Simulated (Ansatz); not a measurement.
Mulliken charges of `[CH3][Hf]([Cl])([Cl])[Cl]` from B3LYP/def2-TZVPP in Ansatz (PBE0-D4/def2-TZVP geometry).

| atom | x (Å) | y (Å) | z (Å) | charge (e) |
| --- | --- | --- | --- | --- |
| C1 | -0.916 | -0.147 | 0.721 | -0.470 |
| Hf2 | 0.782 | 0.125 | -0.615 | 0.845 |
| Cl3 | 2.517 | -1.113 | 0.326 | -0.243 |
| Cl4 | 0.084 | -0.696 | -2.680 | -0.243 |
| Cl5 | 1.196 | 2.418 | -0.633 | -0.243 |
| H6 | -0.683 | 0.215 | 1.729 | 0.118 |
| H7 | -1.189 | -1.206 | 0.796 | 0.118 |
| H8 | -1.791 | 0.404 | 0.358 | 0.118 |

Task: By hand: the dipole of these point charges (1 e Å = 4.8032 D).

Result: Σ q r = (-0.264, -0.043, 0.207) e Å, of length 0.338 e Å = 1.62 D.

Task: How does the dipole of the full density compare? (Estimate.)

Result: Ansatz gave: (-0.181, -0.029, 0.143) e Å, 1.12 D; the point charges give 1.45 times that, at 0° from its direction.

Point charges leave out the atoms' own dipoles, such as those of lone pairs, and Mulliken's split depends on the basis, so the two needn't agree.

B3LYP here is the variant with VWN-RPA as its local correlation; programs differ in this.
